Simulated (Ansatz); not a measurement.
Saddle point of Si₂NH₉O, singlet (Si₂H₆O ([OH][SiH2][SiH3]) + NH₃ → SiNH₅O ([NH2][SiH2][OH]) + SiH₄; bonds formed: Si1–N7, Si2–H6; bonds broken: Si1–Si2, H6–N7), PBE0-D4/def2-TZVP structure:

| atom | x (Å) | y (Å) | z (Å) |
| --- | --- | --- | --- |
| Si1 | -0.8624 | 0.0704 | -1.0162 |
| Si2 | 0.7006 | -0.9645 | 1.4160 |
| H3 | -1.5178 | 0.7040 | -2.1952 |
| H4 | -0.4918 | -1.2995 | -1.4150 |
| O5 | -1.9071 | 0.4377 | 0.1765 |
| H6 | 1.2127 | 0.5877 | -0.2890 |
| N7 | 0.6976 | 1.1271 | -1.0443 |
| H8 | 1.6637 | -0.5156 | 2.4847 |
| H9 | -0.5785 | -1.0415 | 2.2404 |
| H10 | 1.0281 | -2.4235 | 1.2573 |
| H11 | -1.6358 | 0.0645 | 1.0295 |
| H12 | 1.1770 | 1.1850 | -1.9420 |
| H13 | 0.5138 | 2.0683 | -0.7027 |

Energies are electronic, without zero-point energy. Barriers and step energies count from the start structure reached by relaxing down the imaginary mode; all methods use the PBE0-D4 structures, on which another method's saddle can fall below an end. Program: Ansatz 0.2.0. Basis: def2-TZVPP, with def2-QZVPP for the basis limit. Cores are frozen in the correlated methods. B3LYP uses VWN-RPA correlation. Extrapolation: Hartree–Fock as exp(−7.88 √X), correlation as X^−2.97.

```
      method  barrier (kJ/mol)  step energy (kJ/mol)
       SPW92             100.0                 -37.0
      PBE-D4             124.2                 -37.3
     BLYP-D4             135.0                 -53.7
   r2SCAN-D4             136.9                 -51.9
      B97M-V             144.0                 -51.8
     PBE0-D4             134.9                 -44.3
    B3LYP-D4             143.5                 -58.6
  r2SCAN0-D4             142.3                 -55.3
    BHLYP-D4             156.8                 -66.0
CAM-B3LYP-D4             148.9                 -65.6
     wB97X-V             154.8                 -57.0
     wB97M-V                 ?                 -60.2
      B2PLYP             150.1                 -64.6
    PBE-QIDH                 ?                 -55.3
  RPA on PBE                 ?                 -60.5
          HF             187.9                 -85.5
         MP2             149.5                 -65.6
        CCSD             157.3                 -63.3
     CCSD(T)             149.9                 -59.7
```

Problem. Fill in the withheld barriers. (To be estimated.)

Solution. By the calculation: wB97M-V 143.2; PBE-QIDH 145.7; RPA on PBE 152.3 kJ/mol. Each is the energy of the saddle less that of the start structure, by the same method.

For comparison, the barrier by CCSD(T) at an estimated basis limit (MP2 extrapolated from triple and quadruple zeta, plus CCSD(T) − MP2 in triple zeta) is 151.1 kJ/mol.

No T1 diagnostic of these runs exceeds 0.013.

Labels in which every atom is bracketed show which atoms are joined, not bond orders.

For scale, one of the runs: CCSD(T)/def2-TZVPP, 272 basis functions, launched by `ansatz run in.yaml --threads 8 --pin off --events-out ev --progress --plain --max-ram 19148MiB`. The run took 46 s on 8 CPU threads of an Intel Xeon Platinum 8488C (shared host), with 6.9 GiB of host memory at its peak.
